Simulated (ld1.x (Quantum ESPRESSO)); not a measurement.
## Scattering properties, TM potential for Eu

ld1.x (Quantum ESPRESSO) 7.5 input, shortened:

```
&input
   title='Eu', zed=63., rel=2, dft='PZ', iswitch=3,
   config='[Xe] 4f6 5d1 6s0 6p0', rel_dist='average'
 /
 &inputp
   pseudotype=2, tm=.true., lloc=1,
   nlcc=.true., new_core_ps=.true., rcore=0.90
 /
3
5S  1  0   2.00   0.00  2.10  2.10  0.0
5D  3  2   1.00   0.00  3.35  3.35  0.0
5P  2  1   6.00   0.00  1.80  1.80  0.0
 &test
   configts(1)='5s2 5p6 5d1 6s0 6p0'
 /
```

Open shells are filled in proportion to 2j + 1 (rel_dist='average').

The phase is arctan(r·u′/u) with u = r·R(r), unwrapped; energies in Ry, scanned from -7 to 5 Ry. A pole is an energy at which the radial function vanishes at the test radius. The pseudo phase is shifted by a multiple of π to meet the all-electron one at the reference energy, and phase errors are pseudo minus all-electron; the curves can meet again beyond the range given. Levels narrower than the energy grid can be missing from the lists of poles.

```tsv
channel	radius (bohr)	reference energy (Ry)	poles, all-electron	poles, pseudo	unbroken range about the reference energy with phases within 0.05 rad	phase error 1 Ry above the reference energy (rad)
s	3.67	-4.56	-4.54, -0.17, 4.59	-4.54, -0.48, 3.20	below -1.7	-0.000
p1/2	3.67	-3.18	-3.16, 0.55	-2.95, 0.64	not even at the reference energy	-3.130
p3/2	3.67	-2.88	-2.85, 0.77	-2.95, 0.64	not even at the reference energy	-0.008
d3/2	3.67	-1.15	-0.93, 2.29	-0.93, 2.36	below 0.4	+0.005
d5/2	3.67	-1.12	-0.89, 2.35	-0.89, 2.41	below 0.4	+0.004
```

Note: ghost state, extra bound levels that the all-electron valence spectrum of the same l lacks: p1/2 at -40.4 eV. A true bound ghost makes a file unfit for plane-wave use. The potential misses its own reference levels by up to 2.9 eV, so it is not fit for use.

Phases in the d5/2 channel:

```csv
E (Ry),all-electron,pseudo
-7.00,1.460,1.460
-6.74,1.458,1.458
-6.48,1.455,1.455
-6.22,1.452,1.452
-5.96,1.449,1.449
-5.70,1.446,1.446
-5.44,1.442,1.442
-5.18,1.438,1.438
-4.92,1.434,1.434
-4.66,1.429,1.429
-4.40,1.424,1.424
-4.14,1.418,1.418
-3.88,1.411,1.411
-3.62,1.403,1.403
-3.36,1.394,1.394
-3.10,1.383,1.383
-2.84,1.369,1.369
-2.58,1.352,1.352
-2.32,1.328,1.328
-2.06,1.294,1.294
-1.80,1.234,1.235
-1.54,1.096,1.096
-1.28,0.282,0.282
-1.02,-1.413,-1.413
-0.76,-1.652,-1.652
-0.50,-1.761,-1.760
-0.24,-1.863,-1.861
0.02,-2.012,-2.006
0.28,-2.335,-2.313
0.54,-3.208,-3.144
0.80,-4.070,-4.035
1.06,-4.382,-4.366
1.32,-4.518,-4.508
1.58,-4.594,-4.586
1.84,-4.644,-4.638
2.10,-4.682,-4.676
2.36,-4.713,-4.707
2.62,-4.741,-4.734
2.88,-4.767,-4.760
3.14,-4.796,-4.787
3.40,-4.828,-4.818
3.66,-4.870,-4.856
3.92,-4.931,-4.909
4.18,-5.036,-4.995
4.44,-5.274,-5.171
4.70,-6.046,-5.703
4.96,-7.131,-6.910
```
